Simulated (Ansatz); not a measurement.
Program: Ansatz. Geometries: PBE0-D4/def2-TZVP. ΔE: electronic, gas phase. CCSD(T)/CBS is the MP2 limit (def2-TZVPP, def2-QZVPP) plus CCSD(T) − MP2 in def2-TZVPP, frozen cores. This one scheme is used for every species. Functionals use def2-TZVPP. B3LYP here is the variant with VWN-RPA as its local correlation; programs differ in this. Each species was taken in one conformer, which may not be the lowest.

`[SiH]N([SiH3])[SiH3]` + `N[Si]O` → `O[SiH]` + `N[Si]N([SiH3])[SiH3]`  (redistribution)

`[SiH]N([SiH3])[SiH3]`:

Cartesian coordinates in Å:
```
Si -0.281 1.390 1.665
N -0.070 0.384 0.270
Si -0.114 1.059 -1.342
Si 0.189 -1.336 0.500
H -0.139 0.230 2.671
H -0.343 2.520 -1.213
H -1.209 0.439 -2.131
H 1.172 0.804 -2.043
H 1.426 -1.578 1.282
H -0.973 -1.953 1.185
H 0.341 -1.960 -0.845
```

`N[Si]O`:

Cartesian coordinates in Å:
```
N -0.390 -0.570 0.621
Si 0.225 -0.697 -0.976
O 0.731 0.848 -1.294
H -0.775 -1.380 1.081
H -0.431 0.248 1.213
H 0.640 1.551 -0.645
```

`O[SiH]`:

```xyz
4

O    -0.037    0.763   -0.144
Si   -0.208   -0.885   -0.078
H    -0.621    1.193   -0.775
H     0.867   -1.072    0.997
```

`N[Si]N([SiH3])[SiH3]`:

Z-matrix (Å, degrees):
```
Si
N 1 1.744
H 1 1.487 2 110.9
H 1 1.488 2 110.6 3 -119.7
H 1 1.485 2 108.1 3 120.2
Si 2 1.754 1 117.3 3 -117.5
Si 2 1.740 1 117.0 3 65.2
N 6 1.713 2 102.0 1 175.9
H 7 1.487 2 108.8 1 -10.5
H 7 1.489 2 111.0 1 -129.9
H 7 1.486 2 111.5 1 109.8
H 8 1.008 6 118.5 2 178.2
H 8 1.010 6 130.0 2 -6.4
```

| level | ΔE (kcal/mol) |
| --- | --- |
| ωB97M-V | 3.3 |
| PBE-QIDH | 3.5 |
| B3LYP | 4.2 |
| HF/def2-TZVPP | 4.6 |

What does CCSD(T)/CBS give? (An estimate is asked.)

Ansatz gave: +3.2 kcal/mol. The listed levels differ from it by 0.1, 0.3, 1.0, 1.4 kcal/mol.

Largest T1 diagnostic among the species: 0.016.

At CCSD(T), def2-SVP lies −0.8 kcal/mol from the extrapolated value and def2-TZVPP −0.2 kcal/mol. In def2-TZVPP, CCSD(T) changes the Hartree–Fock value by −1.6 kcal/mol (the triples alone add −0.3 kcal/mol) and MP2 by −1.4 kcal/mol. The D4 term adds −0.9 kcal/mol with B3LYP and −0.5 kcal/mol with PBE0; it sums over pairs of atoms, weighted by their polarisabilities, and B3LYP, whose exchange is more repulsive, gets the larger term.
